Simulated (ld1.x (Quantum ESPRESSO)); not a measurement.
**Transferability test, TM potential for iron (Fe)**

| Quantity | Value |
| --- | --- |
| Element | Fe (Z = 26) |
| Generator | ld1.x (Quantum ESPRESSO) 7.5 |
| Type | norm-conserving Troullier–Martins (Kleinman–Bylander form) |
| Functional | PBEsol |
| Relativity | scalar-relativistic |
| Frozen core | [Ar] |
| Valence charge | 8 |
| Reference configuration | 3d6 4s1.5 4p0 (charge +0.5) |
| Partial waves | 4s (bound): rc 2.60 bohr; 3d (bound): rc 1.35 bohr; 4p (bound, empty): rc 3.20 bohr |
| Local potential | the p channel |
| Core correction | a·sin(br)/r model core inside 0.85 bohr |

Energies are relative to the spin-unpolarised reference configuration 3d6 4s1.5 4p0; without spin polarisation the order of configurations can differ from experiment.

```json
{"valence configuration": "3d6 4s2 4p0", "charge": "0", "ΔE all-electron (eV)": "-3.494", "error AE − PS (meV)": "-3.1"}
{"valence configuration": "3d6 4s0 4p0", "charge": "+2", "ΔE all-electron (eV)": "21.367", "error AE − PS (meV)": "-43"}
{"valence configuration": "3d7 4s1 4p0", "charge": "0", "ΔE all-electron (eV)": "-4.295", "error AE − PS (meV)": "-279"}
{"valence configuration": "3d5 4s2 4p1", "charge": "0", "ΔE all-electron (eV)": "5.282", "error AE − PS (meV)": "-577"}
{"valence configuration": "3d6 4s0 4p2", "charge": "0", "ΔE all-electron (eV)": "4.995", "error AE − PS (meV)": "-6.6"}
```

(1) What are ΔE and the potential's error for 3d5 4s0 4p0?

(2) What are ΔE and the potential's error for 3d6 4s1 4p0?

Levels in the configuration 3d5 4s2 4p1:

| level | all-electron (eV) | pseudo (eV) |
| --- | --- | --- |
| 3d | -14.114 | -15.368 |
| 4s | -7.498 | -7.526 |
| 4p | -2.621 | -2.608 |

Note: ghost state, extra bound levels that the all-electron valence spectrum of the same l lacks: s at -207.5 eV. A true bound ghost makes a file unfit for plane-wave use.

Answers

(1) ΔE = 55.554 eV all-electron; the error (AE − PS) is -657 meV.

(2) ΔE = 5.251 eV all-electron; the error (AE − PS) is -5.1 meV.
